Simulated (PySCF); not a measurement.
Labels have come off several samples. The candidates:

A. `InChI=1S/C6H8NOP/c1-5-6(8-2)7-3-4-9-5/h3-4H,1-2H3`
B. SMILES COc1pcncc1C
C. `Cc1cccc2c(C#N)nnn12`

Spectrum 1. $^{1}$H NMR (400 MHz, computed): δ 8.20 (d, 1H), 7.72 (m, 1H), 7.20 (d, 1H), 3.13 (s, 3H). $^{13}$C{$^{1}$H} NMR (computed): δ 146.1 (C), 142.9 (C), 133.8 (CH), 121.4 (CH), 119.8 (CH), 118.0 (C), 117.3 (C), 20.7 (CH3).

Spectrum 2. $^{1}$H NMR (400 MHz, computed): δ 10.35 (m, 1H), 9.00 (m, 1H), 4.27 (s, 3H), 2.37 (s, 3H). $^{13}$C{$^{1}$H} NMR (computed): δ 209.4 (C), 185.4 (CH), 155.5 (CH), 126.8 (C), 59.2 (CH3), 18.3 (CH3).

Spectrum 3. $^{1}$H NMR (400 MHz, computed): δ 8.89 (m, 1H), 8.14 (m, 1H), 4.18 (s, 3H), 2.75 (m, 3H). $^{13}$C{$^{1}$H} NMR (computed): δ 169.3 (C), 159.8 (C), 155.1 (CH), 145.0 (CH), 55.6 (CH3), 23.9 (CH3).

All values are calculated (PySCF 2.14.0 with density-fitted response routines): NMR shieldings at PBE0/pcSseg-1/GIAO, GFN2-xTB geometry. Averaged over atoms made equivalent by symmetry, fast rotation or ring inversion, non-relativistic, one conformer, no solvent.

Shifts are taken against calculated references (same method and geometry level): $^{1}$H and $^{13}$C against TMS. Splittings of carbon signals by F and P are missing where no couplings were computed. Where no couplings were computed, multiplicities follow the n + 1 count of equivalent neighbours, and m marks all less simple cases (inequivalent or close neighbours, rings, F or P nearby). Shifts are as computed. Against solution values, carbons near 30 ppm lie about +3 ppm off and those near 130 ppm about +5 ppm. Of 1211 compounds with measured shifts, 218 miss one by over three times the rms of a fit or turn the order of signals round; such compounds aren't used in these exercises.

**Question.** Match each spectrum to its structure.

**Answer.** 1–C, 2–B, 3–A.

- Spectrum 1 (C): 8 $^{13}$C signals; δC 133.8 is an aromatic CH; δC 118.0 is a nitrile carbon.
- Spectrum 2 (B): 6 $^{13}$C signals; δC 209.4 is an aromatic carbon bearing oxygen; δC 185.4 is an aromatic CH next to a ring nitrogen.
- Spectrum 3 (A): 6 $^{13}$C signals; δC 169.3 is an aromatic carbon bearing oxygen; δC 155.1 is an aromatic CH next to a ring nitrogen.
